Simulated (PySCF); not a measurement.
Input file for PySCF: D3(BJ) and D4 dispersion corrections on AlH4NO2 (SMILES [NH2][Al]([OH])[OH]), a point of a torsion scan.

```python
from pyscf import gto
from pyscf.dispersion import dftd3, dftd4

mol = gto.M(
    atom='''
    N     1.46322104   -0.05898941    0.22809095
    Al   -0.27524741    0.17910312   -0.05035880
    O    -1.38511521   -1.03441404    0.11266281
    O    -0.73075697    1.70174915   -0.48792621
    H     2.14341056    0.67540723    0.13051176
    H     1.90868626   -0.91944838    0.49991607
    H    -1.62335661   -1.92776368    0.30570718
    H    -1.37907647    2.34585139   -0.73027710
    ''',
    basis='def2-svp',
    charge=0, spin=0, verbose=0, max_memory=1800)
d3, d4 = {}, {}
for xc in ['hf', 'pbe', 'blyp', 'revpbe', 'tpss', 'r2scan', 'b3lyp', 'pbe0', 'bhlyp', 'camb3lyp', 'b2plyp']:
    d3[xc] = float(dftd3.DFTD3Dispersion(mol, xc=xc, version='d3bj', atm=False).get_dispersion()['energy'])
    print(f'D3(BJ) {xc:10s} {d3[xc]:14.8f} Eh')
for xc in ['hf', 'pbe', 'blyp', 'revpbe', 'tpss', 'r2scan', 'b3lyp', 'pbe0', 'bhlyp', 'camb3lyp', 'b2plyp']:
    d4[xc] = float(dftd4.DFTD4Dispersion(mol, xc={'camb3lyp': 'cam-b3lyp'}.get(xc, xc), atm=True).get_dispersion()['energy'])
    print(f'D4     {xc:10s} {d4[xc]:14.8f} Eh')
```

Program output:

```
D3(BJ) hf            -0.03469433 Eh
D3(BJ) pbe           -0.00402973 Eh
D3(BJ) blyp          -0.00880508 Eh
D3(BJ) revpbe        -0.00996497 Eh
D3(BJ) tpss          -0.00512682 Eh
D3(BJ) r2scan        -0.00112510 Eh
D3(BJ) b3lyp         -0.00725925 Eh
D3(BJ) pbe0          -0.00354568 Eh
D3(BJ) bhlyp         -0.00593044 Eh
D3(BJ) camb3lyp      -0.00330091 Eh
D3(BJ) b2plyp        -0.00349290 Eh
D4     hf            -0.01561006 Eh
D4     pbe           -0.00445525 Eh
D4     blyp          -0.00979352 Eh
D4     revpbe        -0.01327630 Eh
D4     tpss          -0.00599954 Eh
D4     r2scan        -0.00106963 Eh
D4     b3lyp         -0.00719603 Eh
D4     pbe0          -0.00374715 Eh
D4     bhlyp         -0.00554159 Eh
D4     camb3lyp      -0.00379484 Eh
D4     b2plyp        -0.00309206 Eh
```

The run finished.

Cost: around 0.020 core-seconds (rough).
